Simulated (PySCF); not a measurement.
## Arsenic: a sound run and one with changed settings

Sound run: As [Ar] 3d10 4s2 4p3, As⁺ [Ar] 3d10 4s2 4p2. Calculation: PySCF 2.14, in cc-pVTZ-PP with ECP10MDF (5s4p3d1f, 39 functions); a scalar-relativistic core potential. In the sound run the correlated levels freeze 3s2 3p6 3d10 outside the core potential. The sound run starts from symmetry-adapted Hartree-Fock orbitals and uses a fine grid where one is needed.

Changed run: a valence shell is frozen. This setting is unsound on purpose.

```tsv
species	method	sound run (hartree)	changed run (hartree)	converged
As	MP2	-331.28157	-331.22548	yes
As	CCSD(T)	-331.29851	-331.23038	yes
As⁺	MP2	-330.91787	-330.86909	yes
As⁺	CCSD(T)	-330.93489	-330.87104	yes
```

Ionisation energy of As:

```
 method  sound run (eV)  changed run (eV)
    UHF           9.424             9.424
    MP2           9.897             9.698
SCS-MP2           9.751             9.515
   CCSD           9.863             9.773
CCSD(T)           9.895             9.778
```

Freezing a valence shell removes pair correlation that changes on ionisation.

For comparison, NIST gives 9.789 eV between the lowest levels.
